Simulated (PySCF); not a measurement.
H2Mo, SMILES [MoH2] (connectivity only; charge and spin as stated), neutral, multiplicity 5.

The structure is a stationary point at PBE-D3(BJ)/def2-TZVPD. The multiplicity is an assumed one; other spin states were not compared. The def2 effective core potentials stand for the cores of Mo; spin–orbit coupling is left out.

Method: PBE-D3(BJ)/def2-TZVPD (PySCF 2.14.0).

Frequencies are harmonic and unscaled.

Computed vibrational spectrum:
```
mode  ν (cm⁻¹)  IR (km/mol)  moving atoms (share of kinetic energy)
----  --------  -----------  --------------------------------------
1          562         97.5                                  H 99 %
2         1810        230.1                                  H 99 %
3         1823         77.5                                  H 99 %
```
